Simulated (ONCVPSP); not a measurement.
**Before and after: ONCV potential for boron**

ONCVPSP 4.0.1 input, shortened (lines: element, Z, core and valence counts, functional; n l f; lmax; l rc ep ncon nbas qcut; lloc lpopt rc5 dvloc0; l nproj debl; icmod fcfact rcfact), BLYP, scalar-relativistic:

```
  B 5.00    1    2  -106131      upf
    1    0    2.00
    2    0    2.00
    2    1    1.00
    2
    0    1.25    0.00    4    8    6.30
    1    2.00    0.00    5    8    3.70
    2    2.10    0.05    3    7    5.00
    0    5    1.25    0.00
    0    0    3.00
    1    2    3.00
    2    2    2.40
    3    3.75    1.35
```

Change: core correction Teter function, fcfact 3.75, rcfact 2.

Cutoffs: the cutoffs (Ha) at which the residual kinetic energy of the hardest occupied pseudo-wave falls to 1 and 0.1 mHa per electron; they do not see the model core or the augmentation charge, which bear on the density cutoff. Errors are all-electron minus pseudo energies relative to the spin-unpolarised reference configuration.

How do hardness, ghosts and transferability respond?

The potential gets neither clearly harder nor softer (34 Ha and 45 Ha → 34 Ha and 45 Ha); of the 4 tests that both files solve, the error grows in 1 and shrinks in 3 by more than 15 % and 0.3 meV (median size 20.2 → 5.5 meV); neither file shows a bound ghost. A model core, the more so a compact one, raises the density cutoff, which this test does not measure.

```csv
quantity,base,changed
"cutoff, loose",34 Ha,34 Ha
"cutoff, tight",45 Ha,45 Ha
bound ghosts,none,none
GHOST(+) flags under 300 eV,none,none
"error for 2s2 2p0, meV [ΔE 8.17 eV]",+36,+18
"error for 2s1 2p0, meV [ΔE 33.52 eV]",+159,-8.6
"error for 2s2 2p0.5, meV [ΔE 2.86 eV]",+4.8,+2.4
"error for 2s1 2p2, meV [ΔE 5.78 eV]",+0.5,-2.1
s: phases at 1.27 bohr within 0.05 rad from the reference energy up to (Ha; the scan ends near 5),4.6,4.6
p: phases at 2.03 bohr within 0.05 rad from the reference energy up to (Ha; the scan ends near 5),to the end of the scan,to the end of the scan
d: phases at 2.13 bohr within 0.05 rad from the reference energy up to (Ha; the scan ends near 5),4.2,4.2
"rms error of d²Exc/dni dnj with the model core, mHa",2.81,1.89
```
